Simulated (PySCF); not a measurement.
PySCF 2.14 output of an unrestricted M06-L calculation on a single atom or ion in Sapporo-DKH3-DZP-2012, with scalar relativity by spin-free X2C-1e:

```
SCF conv_tol = 1e-09
number electrons alpha = 14  beta = 11
    Y. Zhao and D. G. Truhlar.,  J. Chem. Phys. 125, 194101 (2006)
    Y. Zhao and D. G. Truhlar.,  J. Chem. Phys. 125, 194101 (2006)
    Y. Zhao and D. G. Truhlar.,  Theor. Chem. Acc. 120, 215 (2008)
cycle= 1 E= -1392.22348508564  delta_E= -0.00303  |g|= 0.0346  |ddm|= 0.0659
cycle= 2 E= -1392.22330749197  delta_E= 0.000178  |g|= 0.0468  |ddm|= 0.035
cycle= 3 E= -1392.22368807171  delta_E= -0.000381  |g|= 0.000783  |ddm|= 0.0205
cycle= 4 E= -1392.22368819858  delta_E= -1.27e-07  |g|= 3.29e-05  |ddm|= 0.000454
cycle= 5 E= -1392.22368819905  delta_E= -4.72e-10  |g|= 4.64e-06  |ddm|= 3.74e-05
converged SCF energy = -1392.22368819905  <S^2> = 3.7555819  2S+1 = 4.00279
```

The run itself started from symmetry-adapted Hartree-Fock orbitals and held the occupation by maximum overlap, on a logarithmic radial grid, so the iterations belong to that start.

Problem. Which element, charge and spin multiplicity is this?

Solution. Co²⁺ (cobalt, charge +2), multiplicity 4; the state was [Ar] 3d7, high-spin 4F determinant.
